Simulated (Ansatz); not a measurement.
Consider the substitution at a C–In bond: `[CH3][In]([CH3])[CH3]` + `O[SiH](O)Br` → `CO[SiH](O)Br` + `[CH3][InH][CH3]`.

Gas-phase electronic energies from Ansatz, PBE0-D4/def2-TZVP geometries. CCSD(T)/CBS adds triple-zeta CCSD(T) − MP2 to the extrapolated MP2 energy (def2 sets, frozen cores). DFT in def2-TZVPP. B3LYP here is the variant with VWN-RPA as its local correlation; programs differ in this. def2 core potentials past Kr. For Br, In outer-core shells are correlated without core-valence functions, which leaves a few kJ/mol of doubt a bond. Scalar relativity is left out up to krypton. Each species was taken in one conformer, which may not be the lowest.

```
         level  ΔE (eV)
       PBE0-D4     0.76
      B3LYP-D4     0.71
       ωB97M-V     0.76
        r2SCAN     0.78
 HF/def2-TZVPP     0.60
MP2/def2-TZVPP     0.91
 HF/def2-QZVPP     0.59
MP2/def2-QZVPP     0.93
```

Problem. What does CCSD(T)/CBS give? (Best estimate.)

Solution. Computed: +0.84 eV. The listed levels differ from it by -0.08, -0.13, -0.08, -0.06, -0.24, 0.07, -0.25, 0.09 eV.

Largest T1 diagnostic among the species: 0.012.

In def2-TZVPP, CCSD(T) changes the Hartree–Fock value by +0.21 eV (the triples alone add +0.02 eV) and MP2 by +0.32 eV.
